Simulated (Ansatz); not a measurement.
Consider the formal exchange of groups at the Sn–S bond: `[SiH3][SnH2][SH]` + `O[SiH3]` → `O[SiH2][SnH2][SiH3]` + H₂S.

Gas-phase electronic energies from Ansatz, PBE0-D4/def2-TZVP geometries. CCSD(T)/CBS is the MP2 limit (def2-TZVPP, def2-QZVPP) plus CCSD(T) − MP2 in def2-TZVPP, frozen cores. This one scheme is used for every species. Functionals use def2-TZVPP. B3LYP here is the variant with VWN-RPA as its local correlation; programs differ in this. Elements past krypton have def2 core potentials. For Sn outer-core shells are correlated without core-valence functions, which leaves a few kJ/mol of doubt a bond. Each species was taken in one conformer, which may not be the lowest.

```csv
level,ΔE (eV)
PBE-D4,0.29
ωB97X-V,0.40
B2PLYP,0.43
B3LYP,0.41
SCS-MP2/def2-TZVPP,0.46
CCSD/def2-TZVPP,0.40
CCSD(T)/def2-TZVPP,0.39
HF/def2-QZVPP,0.58
```

Question: What does CCSD(T)/CBS give? (Estimate.)

Answer: Computed: +0.40 eV. The listed levels differ from it by -0.11, 0.00, 0.03, 0.01, 0.06, 0.00, -0.01, 0.18 eV.

Largest T1 diagnostic among the species: 0.013.

In def2-TZVPP, CCSD(T) changes the Hartree–Fock value by −0.18 eV (the triples alone add −0.01 eV) and MP2 by −0.14 eV. From PBE to PBE0 (25 % exact exchange), in def2-TZVPP and without D4, ΔE moves by +0.04 eV.
